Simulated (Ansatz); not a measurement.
Geometry optimisation, RKS LDA/def2-SVP in Ansatz 0.2.0.

input.yaml

```yaml
crystal:
  periodic: [false, false, false]
  atoms:
    - { symbol: B, position_ang: [-0.8849, 0.9281, 1.2303] }
    - { symbol: C, position_ang: [-0.0714, -0.3563, 1.0761] }
    - { symbol: S, position_ang: [1.5142, 0.0182, 0.2963] }
    - { symbol: B, position_ang: [0.9932, 0.0385, -1.4766] }
    - { symbol: O, position_ang: [0.62472, 1.30424, -2.15774] }
    - { symbol: H, position_ang: [-1.2593, 1.3734, 2.2856] }
    - { symbol: H, position_ang: [-1.2411, 1.5719, 0.2592] }
    - { symbol: H, position_ang: [-0.5893, -1.0969, 0.4865] }
    - { symbol: H, position_ang: [0.1177, -0.7462, 2.134] }
    - { symbol: H, position_ang: [1.13105, -0.94503, -2.12944] }
    - { symbol: H, position_ang: [1.49564, 1.70718, -2.4582] }
basis:
  gaussian: { orbitals: def2-SVP }
hamiltonian:
  xc: lda
relax:
  f_tol: 0.015
  max_steps: 40
```

Command:

```bash
$ ansatz run input.yaml --threads 2 --pin off --max-ram 3072MiB --backend cpu --events-out ev --progress --plain --runs-dir out
```

**Question.** Where does it end, and by what steps?

**Answer.** The run converged. After 20 steps the energy has fallen by 2.457 eV; H6 moved furthest, 1.44 Å. Joined: B1–S3, B1–B4.

| step | energy less start (eV) | largest force component (eV/Å) | accepted |
| --- | --- | --- | --- |
| 0 | 0.0000 | 3.761 | yes |
| 1 | -0.3517 | 2.884 | yes |
| 2 | -0.6402 | 2.864 | yes |
| 3 | -0.9586 | 3.665 | yes |
| 4 | -1.5152 | 2.503 | yes |
| 5 | -1.9376 | 1.207 | yes |
| 6 | -2.1152 | 0.492 | yes |
| 7 | -2.1831 | 0.305 | yes |
| 8 | -2.2370 | 0.238 | yes |
| 9 | -2.2635 | 0.240 | yes |
| 10 | -2.2931 | 0.469 | yes |
| 11 | -2.3210 | 0.344 | yes |
| 12 | -2.3823 | 0.514 | yes |
| 13 | -2.3790 | 0.864 | no |
| 14 | -2.4356 | 0.171 | yes |
| 15 | -2.4469 | 0.206 | yes |
| 16 | -2.4521 | 0.258 | yes |
| 17 | -2.4542 | 0.192 | yes |
| 18 | -2.4567 | 0.093 | yes |
| 19 | -2.4574 | 0.021 | yes |
| 20 | -2.4574 | 0.015 | yes |

```xyz
11
Properties=species:S:1:pos:R:3
B -0.317 0.762 0.625
C -0.067 -0.654 1.213
S 1.447 0.016 0.423
B 0.432 0.411 -1.185
O 0.850 1.457 -1.959
H -0.483 1.837 1.159
H -0.859 0.664 -0.527
H -0.442 -1.561 0.701
H 0.084 -0.773 2.301
H -0.003 -0.583 -1.748
H 1.189 2.220 -1.457
```

Whether the end is a true minimum wasn't checked by a vibrational analysis.

Time of the run: 32 s on 2 threads of Arm Neoverse V1, with other jobs on the host, peak memory 0.15 GiB.
